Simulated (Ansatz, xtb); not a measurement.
# Two isomers of C4H6BrF3

Structure I is `FC(F)(F)CCCBr`, a singlet and structure II is `CC(C)(Br)C(F)(F)F`, a singlet. Both are isolated molecules in the gas phase, relaxed with PBE0-D3(BJ)/def2-SVP, each in the lowest conformer that the search found.

Quicker runs give these differences E(II) − E(I): GFN2-xTB +0.55 kcal/mol; HF/STO-3G +1.70 kcal/mol (at GFN2-xTB geometries); r2SCAN-D4/def2-SVP −1.36 kcal/mol (at GFN2-xTB geometries).

Problem. Estimate which is lower in electronic energy at CCSD(T)/def2-SVP + ΔMP2/def2-TZVPP, and by roughly how much.

Solution. Too close to call at this level: CCSD(T)/def2-SVP + ΔMP2/def2-TZVPP gives E(II) − E(I) = −0.24 kcal/mol.

The same difference at several levels:

```csv
level,geometry,E(II) − E(I) (kcal/mol),departure from the last row (kcal/mol),"job, with rough time for the two"
GFN2-xTB,GFN2-xTB,+0.55,+0.79,"optimisation, 0.12 s"
HF/STO-3G,GFN2-xTB,+1.70,+1.95,"single point, 0.46 s"
r2SCAN-D4/def2-SVP,GFN2-xTB,−1.36,−1.12,"single point, 3.8 s"
PBE0-D3(BJ)/def2-SVP,PBE0-D3(BJ)/def2-SVP,+0.28,+0.52,"optimisation, 25 s"
HF/def2-SVP,PBE0-D3(BJ)/def2-SVP,+3.49,+3.73,part of the CCSD(T) run
MP2/def2-SVP,PBE0-D3(BJ)/def2-SVP,−1.98,−1.74,part of the CCSD(T) run
CCSD(T)/def2-SVP,PBE0-D3(BJ)/def2-SVP,−1.35,−1.11,single point
CCSD(T)/def2-SVP + ΔMP2/def2-TZVPP,PBE0-D3(BJ)/def2-SVP,−0.24,,"single point, 2.5 min"
```

As drawn, both hold the same kinds of bond in the same numbers. Structure I has 0 methyl groups, II 2.

The largest departure from CCSD(T)/def2-SVP + ΔMP2/def2-TZVPP is that of HF/def2-SVP, 3.73 kcal/mol. The last row adds to CCSD(T) the change of the MP2 difference between the two basis sets, here +1.11 kcal/mol.

With thermal terms from frequencies at re-optimised GFN2-xTB minima (ideal gas, soft modes damped towards free rotors, one conformer each, 298.15 K, 1 atm): on the last row, ΔE + ΔZPE = −0.95, ΔH = −0.68, ΔG = −0.40 kcal/mol.

The correlated steps freeze 16 core orbitals; the filled d shell of Br is correlated, in a basis made for valence electrons. Programs: Ansatz 0.2.0, xtb 6.7.1; the last row on 4 threads of Arm Neoverse V2 on a shared host.
